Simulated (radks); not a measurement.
Results of a calculation; reference values are marked as such.
Spherical quantum dot in the effective-mass picture: electrons in a parabolic well V = omega^2 r^2 / 2 with omega = 0.996, all in effective atomic units (hartree* = m*/eps^2 hartree, bohr* = eps/m* bohr), one dielectric constant everywhere. Level of theory: non-relativistic Kohn-Sham, exchange-only LDA, spin-polarised, spherical densities (a radial shooting solver with Libxc functionals). Levels are named by radial order and angular momentum (1s, 1p, 1d, 2s, ...), and open shells are averaged over m.

N = 26, configuration 1s2 1p6 1d10 2s2 1f(up 6, down 0). This is the lowest configuration that the search found. Occupied and some empty levels:

| level | occupation | eigenvalue (hartree*) | <r> (bohr*) |
|---|---|---|---|
| 1s up | 1 | 12.345 | 1.788 |
| 1s down | 1 | 12.389 | 1.735 |
| 1p up | 3 | 12.749 | 2.216 |
| 1p down | 3 | 12.817 | 2.183 |
| 1d up | 5 | 13.215 | 2.511 |
| 1d down | 5 | 13.297 | 2.495 |
| 2s up | 1 | 13.336 | 2.146 |
| 2s down | 1 | 13.392 | 2.168 |
| 1f up | 6 | 13.736 | 2.742 |
| 1f down | 0 | 13.824 | 2.738 |
| 2p up | 0 | 13.925 | 2.407 |
| 2p down | 0 | 13.981 | 2.418 |
| 1g up | 0 | 14.306 | 2.936 |
| 1g down | 0 | 14.395 | 2.939 |
| 2d up | 0 | 14.545 | 2.651 |
| 2d down | 0 | 14.604 | 2.655 |

Energy (hartree*): total 220.577, kinetic 23.501, external 81.359, Hartree 125.98, exchange-correlation -10.264.

Electron density:

| r (bohr*) | n(r) (e/bohr*^3) |
|---|---|
| 0.353 | 0.2726 |
| 0.732 | 0.2310 |
| 1.11 | 0.2018 |
| 1.49 | 0.2044 |
| 1.87 | 0.2209 |
| 2.25 | 0.2144 |
| 2.62 | 0.1671 |
| 3.00 | 0.09821 |
| 3.38 | 0.04197 |
| 3.76 | 0.01269 |
| 4.14 | 0.002693 |
| 4.52 | 0.0004006 |
| 4.90 | 0.00004250 |
